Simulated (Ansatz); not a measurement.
# Nudged elastic band run: C₂H₆BFSn

Input:

```yaml
crystal:
  periodic: [false, false, false]
  atoms:
    - { symbol: B, position_ang: [-2.052773, 0.533108, 0.335611] }
    - { symbol: Sn, position_ang: [-0.34816, -0.202868, 1.657146] }
    - { symbol: C, position_ang: [1.762304, -0.006259, 0.055909] }
    - { symbol: C, position_ang: [0.912624, -0.076691, -0.99552] }
    - { symbol: F, position_ang: [0.528345, 1.010095, -1.651122] }
    - { symbol: H, position_ang: [-3.178912, 0.375674, 0.75267] }
    - { symbol: H, position_ang: [-1.930195, 1.189599, -0.671009] }
    - { symbol: H, position_ang: [-0.533765, -1.901801, 1.155272] }
    - { symbol: H, position_ang: [2.188512, -0.925916, 0.458022] }
    - { symbol: H, position_ang: [2.204827, 0.949588, 0.344647] }
    - { symbol: H, position_ang: [0.512493, -1.001528, -1.421028] }
basis:
  gaussian: { orbitals: def2-SVP }
hamiltonian:
  xc: b3lyp
neb:
  order_check: false
  images: 5
  f_tol: 0.05
  max_iterations: 60
  initial_path: idpp
  final_atoms:
    - { symbol: B, position_ang: [-2.05410864, 0.53257376, 0.33548639] }
    - { symbol: Sn, position_ang: [-0.34858352, -0.20082186, 1.65751432] }
    - { symbol: C, position_ang: [1.76380377, -0.00716026, 0.05452505] }
    - { symbol: C, position_ang: [0.9133703, -0.07608701, -0.99636202] }
    - { symbol: F, position_ang: [0.52916208, 1.01140383, -1.65076519] }
    - { symbol: H, position_ang: [-1.93166669, 1.18525913, -0.67318608] }
    - { symbol: H, position_ang: [-3.18009581, 0.37878812, 0.75417229] }
    - { symbol: H, position_ang: [-0.53542376, -1.90130498, 1.15994906] }
    - { symbol: H, position_ang: [2.18913106, -0.92706695, 0.45724168] }
    - { symbol: H, position_ang: [2.20693929, 0.94826939, 0.34412695] }
    - { symbol: H, position_ang: [0.51277193, -1.00085216, -1.42210446] }
```

Command:

```bash
$ ansatz run input.yaml --threads 2 --pin off --max-ram 3072MiB --backend cpu --events-out ev --progress --plain --runs-dir out
```

Output, in part (warnings, iteration lines, the closing report on the highest movable image, with atoms numbered from 0):

```
NEB end point (image 0): max|allowed force component| = 8.626e-3 eV/Å (the criterion of neb.relax_end_points is 1.000e-2)
NEB end point (image 6): max|allowed force component| = 1.072e-2 eV/Å (the criterion of neb.relax_end_points is 1.000e-2)
NEB iter   1: max|band force component| = 9.843e-1 eV/Å  barrier→ = 0.5233 eV  barrier← = 0.5233 eV  Δτ_max = 0.2000 Å  (195 SCF iters)
NEB iter   2: max|band force component| = 5.031e-1 eV/Å  barrier→ = 0.3359 eV  barrier← = 0.3359 eV  Δτ_max = 0.1171 Å  (154 SCF iters)
NEB iter   3: max|band force component| = 2.865e-1 eV/Å  barrier→ = 0.2954 eV  barrier← = 0.2954 eV  CI = image 3  Δτ_max = 0.1789 Å  (153 SCF iters)
NEB iter   4: max|band force component| = 1.777e-1 eV/Å  barrier→ = 0.2875 eV  barrier← = 0.2875 eV  CI = image 3  Δτ_max = 0.0670 Å  (158 SCF iters)
NEB iter   5: max|band force component| = 9.990e-2 eV/Å  barrier→ = 0.2840 eV  barrier← = 0.2840 eV  CI = image 3  Δτ_max = 0.0419 Å  (161 SCF iters)
NEB iter   6: max|band force component| = 5.132e-2 eV/Å  barrier→ = 0.2826 eV  barrier← = 0.2826 eV  CI = image 3  Δτ_max = 0.0169 Å  (162 SCF iters)
NEB iter   7: max|band force component| = 2.428e-2 eV/Å  barrier→ = 0.2823 eV  barrier← = 0.2823 eV  CI = image 3  Δτ_max = 0.0000 Å  (288 SCF iters)
Total energy: -11391.46465395 eV, -418.6286046205 hartree
Atom 0 at    -1.768103     0.870286     0.459519 Å, force    -0.021713     0.022812    -0.004323 eV/Å
Atom 1 at     0.048152     0.092091     1.794518 Å, force     0.012032    -0.007842    -0.000516 eV/Å
Atom 2 at     1.686591    -0.202990    -0.253428 Å, force     0.011739     0.016183    -0.007314 eV/Å
Atom 3 at     0.559666    -0.373964    -0.986984 Å, force     0.017553    -0.019101     0.024741 eV/Å
Atom 4 at     0.035320     0.629797    -1.694644 Å, force    -0.000659     0.013735    -0.006569 eV/Å
Atom 5 at    -2.419302     0.176651    -0.284837 Å, force     0.001489    -0.008918     0.005857 eV/Å
Atom 6 at    -2.089165     2.034602     0.530052 Å, force     0.003109    -0.012553    -0.004384 eV/Å
Atom 7 at    -0.418792    -1.635637     1.675372 Å, force    -0.002465    -0.000140     0.004223 eV/Å
Atom 8 at     2.180168    -1.075650     0.175744 Å, force    -0.009147    -0.005861     0.002621 eV/Å
Atom 9 at     2.226850     0.745814    -0.280144 Å, force    -0.003690    -0.004574    -0.004243 eV/Å
Atom 10 at     0.023915    -1.318000    -1.114571 Å, force    -0.008245     0.006258    -0.010093 eV/Å
Dipole moment:     0.290563    -0.132370    -0.247423 e Å
```

The forces met the threshold. A vibrational analysis at the climbing image gives one clearly imaginary mode, 230i cm⁻¹: a first-order saddle point.

Final band (atoms are numbered from 1 in the order of the input):

```tsv
image	path coordinate (Å)	energy (kcal/mol)	dihedral H6–B1–Sn2–H8 (°)
0	0.00	0.0	80
1	0.84	1.5	55
2	1.69	4.7	22
3	2.54	6.5	-18
4	3.25	4.9	-50
5	3.96	1.5	-80
6	4.67	0.0	-108
```

Run time: 110 s on 2 threads of Intel(R) Xeon(R) Platinum 8488C (Sapphire Rapids) (shared host), peak memory 0.3 GiB.
